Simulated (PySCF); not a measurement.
A set of runs on `C1C[CH2][GaH][CH2]1`; the geometry of each is named by its level. Settings lines and outputs come from a driver script.

Compound: C4H9Ga.
Atom-mapped SMILES: `[CH2:1]1[CH2:2][CH2:3][GaH:4][CH2:5]1` (hydrogens: H6, H7 on C1; H8, H9 on C2; H10, H11 on C3; H12 on Ga4; H13, H14 on C5)

Step 1: PBE0-D3(BJ)/def2-SVP geometry optimisation, gas phase (PySCF 2.14.0) (from the GFN2-xTB geometry)
```json
{"job": {"xc": "PBE0", "basis": "def2-SVP", "d3": "d3bj", "grid": 1, "kind": "geom"}, "charge": 0, "multiplicity": 1}
```
```
step   0  E = -2081.87889410  max force = 0.018600
step   1  E = -2081.88313782  max force = 0.004662
step   2  E = -2081.88349865  max force = 0.002114
step   3  E = -2081.88365723  max force = 0.001202
step   4  E = -2081.88375146  max force = 0.001240
step   5  E = -2081.88376945  max force = 0.000518
step   6  E = -2081.88377328  max force = 0.000203
optimisation converged
```

Final energy -2081.88377 Eh after 6 steps; dipole 0.12 D. Energies in Eh; «max force» is the largest Cartesian gradient component in Eh/bohr.

The run took 41 s wall on one thread, x86-64 server (shared host).

Step 2: TDDFT CAM-B3LYP/def2-SVPD, vertical, gas phase, core orbitals frozen in the response (PySCF 2.14.0, density-fitted response routines) (on the PBE0-D3(BJ)/def2-SVP geometry)
```json
{"job": {"kind": "uv", "xc": "CAM-B3LYP", "basis": "def2-SVPD", "ip": true}, "charge": 0, "multiplicity": 1}
```
```
...
Static polarisability (au): isotropic 74.513, principal 60.207 75.825 87.506
Singlet excitations
state   eV       nm        f      main configurations
  1   4.3874    282.6   0.00001   H->L 0.98
  2   5.3364    232.3   0.00156   H-1->L 0.97
  3   6.2934    197.0   0.02207   H->L+1 0.86, H->L+3 0.10
  4   6.9658    178.0   0.05817   H->L+2 0.86, H-1->L+1 0.09
  5   7.1520    173.4   0.00142   H-2->L 0.79, H->L+3 0.12
  6   7.3146    169.5   0.05037   H->L+3 0.49, H->L+4 0.20, H-2->L 0.18
  7   7.4304    166.9   0.00813   H-1->L+1 0.73, H->L+2 0.09, H-1->L+3 0.08
  8   7.4533    166.3   0.00002   H->L+4 0.63, H->L+3 0.17, H-1->L+2 0.10
  9   7.5575    164.1   0.00341   H-3->L 0.96
 10   7.7583    159.8   0.00007   H->L+5 0.70, H->L+6 0.21
Triplet excitations (Tamm-Dancoff, eV): 4.0871 4.9511 5.9528 6.4170
Vertical ionisation energy (delta-SCF) = 8.9438 eV
Vertical electron affinity (delta-SCF) = -0.5131 eV
```

HOMO -8.17 eV, LUMO -0.19 eV; lowest singlet 4.39 eV; lowest triplet 4.09 eV (Tamm–Dancoff); mean polarisability 74.5 au.

Time: 83 s. Hardware: one thread of an x86-64 server, no GPU (shared host).

Step 3: delta-SCF UKS SCAN, pcX-2 on the ionised atom, pcseg-1 elsewhere, spin-free X2C (PySCF 2.14.0) (on the PBE0-D3(BJ)/def2-SVP geometry)
```json
{"job": {"kind": "xps"}, "charge": 0, "multiplicity": 1}
```
```
...
ground state, core basis on atom 0 (C), 159 functions
  E(ground) = -2097.75060634 Eh
hole in C 1s of atom 0
  E(ion) = -2087.08346791 Eh   <S^2> = 0.7704   hole on atom = 1.000   binding energy = 290.268 eV
ground state, core basis on atom 2 (C), 159 functions
  E(ground) = -2097.75142471 Eh
hole in C 1s of atom 2
  E(ion) = -2087.11177964 Eh   <S^2> = 0.7703   hole on atom = 1.000   binding energy = 289.519 eV
```

C1s of C1 290.27 eV; C1s of C3 289.52 eV; one atom stands for each set of equivalent ones. SCF cycles are left out; they run on a coarse grid, and E(ground) and E(ion) are re-evaluated on a finer one. The log counts atoms from 0, this text from 1.

Time: 13 s. Hardware: one thread of an x86-64 server, on a shared host.

Step 4: core-valence-separated TDA BHandHLYP/aug-pcX-1 H:pcseg-1 Ga:def2-SVPD, K edges, non-relativistic, gas phase (PySCF 2.14.0, density-fitted response routines) (on the PBE0-D3(BJ)/def2-SVP geometry)
```json
{"job": {"kind": "xas", "xc": "BHandHLYP", "basis": {"default": "aug-pcX-1", "H": "pcseg-1", "Ga": "def2-SVPD"}}, "charge": 0, "multiplicity": 1}
```
```
...
C K edge
   eV          f      from atoms
  283.800   0.00288   C2
  283.803   0.00169   C4
  284.704   0.00794   C4
  284.704   0.01461   C2
  284.885   0.00273   C1
  284.901   0.00366   C0
  285.398   0.01112   C0
  285.411   0.01194   C1
  285.539   0.03755   C4 C2
  285.542   0.02432   C2 C4
  285.561   0.02444   C4
  285.564   0.02695   C2
  285.897   0.01654   C0 C1
  285.906   0.03819   C1 C0
  285.986   0.00144   C4
  285.989   0.00126   C2
  286.395   0.00364   C0 C1
  286.398   0.00115   C1 C0
  286.500   0.00272   C2
  286.504   0.00214   C4
```

Lowest C 1s excitation 283.8 eV; the energies are raw, with no shift to experiment and no relativistic term. The log counts atoms from 0, this text from 1.

The run took 14 s wall on one thread, Arm Neoverse V2, on a shared host.

Geometry of the electronic-property runs (PBE0-D3(BJ)/def2-SVP):
```
atom  x, y, z in Å
C1     0.2790   -1.1302    0.2914
C2    -1.0494   -0.5443   -0.2154
C3    -1.1637    0.9469    0.1324
Ga4    0.7145    1.5539   -0.0800
C5     1.4704   -0.2794   -0.1718
H6     0.3726   -2.1838   -0.0243
H7     0.2531   -1.1477    1.3967
H8    -1.0868   -0.6651   -1.3139
H9    -1.8969   -1.1299    0.1812
H10   -1.4479    1.0807    1.1934
H11   -1.9230    1.4785   -0.4604
H12    1.3692    2.9769   -0.1495
H13    1.7178   -0.4951   -1.2286
H14    2.3898   -0.4623    0.4042
```

One conformer stands for the species.
